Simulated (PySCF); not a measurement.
Ga(F)3 anion (F3Ga), SMILES [F][Ga]([F])[F] (connectivity only; charge and spin as stated), charge -1, multiplicity 2. Geometry: B3LYP-D3(BJ)/def2-SVPD. The spin state was assumed, not searched. The isomer is the one that the SMILES or the coordinates give; other isomers of the formula were not compared.

Method: PySCF with B3LYP-D3(BJ)/def2-SVPD.

Harmonic wavenumbers (cm⁻¹): 166, 166, 214, 521, 539, 539. Rotational constants (GHz): 5.129, 5.129, 3.020; symmetry number 3.

Q: Work out the zero-point energy and the ideal-gas rigid-rotor harmonic-oscillator thermochemistry at 298.15 K and 1 atm.

A: ZPE = ½ Σ hcν = ½ × 2145 cm⁻¹ = 12.83 kJ/mol. H − E(el) = 28.98 kJ/mol. Entropy in J/(mol K): translation 169.13, rotation 98.84, vibration 36.44, spin 5.76, total 310.18. G − E(el) = -63.50 kJ/mol. Cp = 71.42 J/(mol K).
